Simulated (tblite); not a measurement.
Compound: C6H11P.
Atom-mapped SMILES: `[CH3:1][C:2]([CH3:3])([CH3:4])[CH2:5][C:6]#[P:7]` (hydrogens: H8, H9, H10 on C1; H11, H12, H13 on C3; H14, H15, H16 on C4; H17, H18 on C5)

A start from a force field or distance geometry was refined with GFN2-xTB geometry optimisation, gas phase (tblite). Values at the start:

| coordinate | start |
| --- | --- |
| C1–C2 | 1.519 Å |
| C1–H8 | 1.093 Å |
| C2–C5 | 1.509 Å |
| C4–H16 | 1.145 Å |
| C5–C6 | 1.459 Å |
| C5–H17 | 1.099 Å |
| C6≡P7 | 1.541 Å |
| C1–C2–C3 | 110.8° |
| C1–C2–C5 | 112.7° |
| C2–C5–C6 | 106.2° |
| C5–C6–P7 | 178.7° |

**Question.** How do these coordinates change at the GFN2-xTB level?

**Answer.** 
```tsv
coordinate	GFN2-xTB (Å or °)	change
C4–H16	1.088	-0.057
C2–C5	1.547	+0.038
C5–C6	1.441	-0.018
C6≡P7	1.552	+0.011
C1–C2	1.529	+0.010
C1–H8	1.088	-0.005
C5–H17	1.096	-0.003
C2–C5–C6	112.9	+6.7
C1–C2–C5	109.5	-3.2
C1–C2–C3	109.9	-0.9
C5–C6–P7	178.9	+0.2
```

The energy falls by 73.2 kJ/mol over 76 L-BFGS steps, the largest force on an atom goes from 1.66 to 0.009 eV/Å, and the atoms move by 0.436 Å rms after alignment. The bond that changes most is C4–H16 (methyl carbon to methyl hydrogen), which shortens by 0.057 Å. Bonds longer at the end by more than 0.005 Å: 5 of 17; shorter: 9. Among the dihedrals that turn most is C3–C2–C4–H15, from 131° to 180°. Rotational constants go from 4371, 1168, 1156 to 4332, 1121, 1112 MHz.

Its GFN2-xTB frequencies are all real (lowest 68 cm⁻¹).

These are computed values.
